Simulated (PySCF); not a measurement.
A structure optimised at PBE0-D3(BJ)/def2-SVP, used in a PySCF frequency run:

```xyz
14

C      1.8066    -0.6860     0.0000
Ge    -0.0077    -0.0030     0.0000
N     -0.2378     0.9043     1.5858
N     -1.2863    -1.3022     0.0000
N     -0.2378     0.9043    -1.5858
H      2.5448     0.1304     0.0000
H      1.9704    -1.3062     0.8925
H      1.9704    -1.3062    -0.8925
H     -1.0746     1.4783     1.6469
H      0.5581     1.4642     1.8795
H     -1.8554    -1.3688     0.8366
H     -1.8554    -1.3688    -0.8366
H      0.5581     1.4642    -1.8795
H     -1.0746     1.4783    -1.6469
```
Charge 0, spin multiplicity 1.

Question: Write its SMILES, formula and point group.

Answer: [CH3][Ge]([NH2])([NH2])[NH2], CH₉GeN₃, Cs

Question: What are its rotational constants (standard atomic weights)?

Answer: 3.2764, 3.2300, 2.8990 GHz
